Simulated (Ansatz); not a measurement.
Cost and result for the atomization energy of `[NH2][GeH2][CH2]O` (11 atoms, 10 bonds).

```xyz
11

N     1.3531    0.0184   -0.7966
Ge   -0.3219   -0.7375   -0.5084
C    -0.8995    0.3286    1.0473
O    -0.3650    1.6248    0.9112
H     2.1239   -0.4971   -0.3944
H     1.5686    0.2016   -1.7662
H    -0.2379   -2.2547   -0.2360
H    -1.1527   -0.4583   -1.7723
H    -1.9886    0.4019    1.0931
H    -0.5632   -0.1572    1.9743
H     0.4832    1.5297    0.4480
```

Charge 0, multiplicity 1. Correlated methods include outer-core shells of Ge, which these sets cover unevenly. Scalar relativity is left out up to krypton. All single points use the PBE0-D4/def2-TZVP geometry. It is one conformer, not always the lowest. Program: Ansatz. All runs use 4 threads of an Arm Neoverse N1 on a shared host. Times are those of one run each, without the atoms' runs, and a repeat can differ threefold. Electronic energies, without spin–orbit coupling; frozen cores. CCSD(T)/CBS adds CCSD(T) − MP2 in def2-TZVPP to the MP2 limit, and its time is that of the two runs behind it. T1 = 0.011. With those shells the extrapolation isn't a true limit. B3LYP takes the VWN-RPA correlation (the form of Gaussian; ORCA's B3LYP/G).

CCSD(T)/CBS is a level of theory with its own doubt, some kJ/mol a heavy atom from the limit and from the frozen cores, so smaller differences don't rank the functionals.

```json
{"level": "PBE-D4/def2-TZVPP (with forces)", "functions": "239", "wall time": "4 s", "atomization (kcal/mol)": "888.5", "difference from CCSD(T)/CBS": "9.9", "per bond": "1.0"}
{"level": "PBE0-D4/def2-TZVPP", "functions": "239", "wall time": "4.9 s", "atomization (kcal/mol)": "870.5", "difference from CCSD(T)/CBS": "-8.1", "per bond": "-0.8"}
{"level": "r2SCAN-D4/def2-TZVPP (with forces)", "functions": "239", "wall time": "7.5 s", "atomization (kcal/mol)": "873.0", "difference from CCSD(T)/CBS": "-5.6", "per bond": "-0.6"}
{"level": "B3LYP-D4/def2-TZVPP (with forces)", "functions": "239", "wall time": "7.5 s", "atomization (kcal/mol)": "873.9", "difference from CCSD(T)/CBS": "-4.7", "per bond": "-0.5"}
{"level": "B2PLYP/def2-TZVPP", "functions": "239", "wall time": "9 s", "atomization (kcal/mol)": "864.5", "difference from CCSD(T)/CBS": "-14.1", "per bond": "-1.4"}
{"level": "ωB97X-V/def2-TZVPP", "functions": "239", "wall time": "12 s", "atomization (kcal/mol)": "879.0", "difference from CCSD(T)/CBS": "0.4", "per bond": "0.0"}
{"level": "ωB97M-V/def2-TZVPP (with forces)", "functions": "239", "wall time": "18 s", "atomization (kcal/mol)": "875.3", "difference from CCSD(T)/CBS": "-3.3", "per bond": "-0.3"}
{"level": "MP2/def2-QZVPP", "functions": "470", "wall time": "41 s", "atomization (kcal/mol)": "875.9", "difference from CCSD(T)/CBS": "-2.7", "per bond": "-0.3"}
{"level": "CCSD(T)/def2-TZVPP", "functions": "239", "wall time": "4.8 min", "atomization (kcal/mol)": "855.3", "difference from CCSD(T)/CBS": "-23.3", "per bond": "-2.3"}
{"level": "CCSD(T)/CBS(def2)", "functions": "–", "wall time": "5.5 min", "atomization (kcal/mol)": "878.6", "difference from CCSD(T)/CBS": "0.0", "per bond": "0.0"}
```

The D4 term adds +7.3 kcal/mol with B3LYP and +3.8 kcal/mol with PBE0; it sums over pairs of atoms, weighted by their polarisabilities, and B3LYP, whose exchange is more repulsive, gets the larger term. In def2-TZVPP, CCSD(T) changes the Hartree–Fock value by +254.1 kcal/mol (the triples alone add +13.2 kcal/mol) and MP2 by +261.1 kcal/mol; breaking electron pairs costs correlation energy, which Hartree–Fock lacks. From PBE to PBE0 (25 % exact exchange), in def2-TZVPP and without D4, the atomization energy moves by −17.3 kcal/mol: exact exchange takes away binding that semilocal exchange gives to molecules.
